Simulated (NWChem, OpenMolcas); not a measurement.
# How basis sets differ on InCl (SMILES [Cl][In])

InCl has 2 atoms, charge 0, and is taken as a singlet. SMILES: `[Cl][In]`. The coordinates come from a PBE0-D4/def2-TZVP relaxation.

```csv
atom,x (Å),y (Å),z (Å)
Cl,0.0000,0.0000,-0.0139
In,0.0000,0.0000,2.3996
```

Each level gives the dipole moment (D). The values are calculated.

| level | kind | program | value (D) | CPU time |
| --- | --- | --- | --- | --- |
| HF/ANO-RCC-MB (DKH2) | Hartree–Fock | OpenMolcas | 3.83 | 3.9 s |
| HF/STO-3G | Hartree–Fock | OpenMolcas | 3.76 | 2.2 s |
| HF/3-21G | Hartree–Fock | OpenMolcas | 4.11 | 2.3 s |
| HF/def2-SVP (core potential) | Hartree–Fock | NWChem | 3.24 | 8.7 s |
| HF/def2-TZVPPD (core potential) | Hartree–Fock | NWChem | 3.52 | 56 s |

All-electron rows without a relativistic Hamiltonian named are non-relativistic, while core potentials hold scalar relativity, so basis and relativity change together. The values span 3.24 to 4.11 D. Magnitudes only. Sets without polarisation functions give poor dipoles. Times are those of the runs behind each value, whatever else they computed, on shared processors of several kinds: orders of magnitude only.
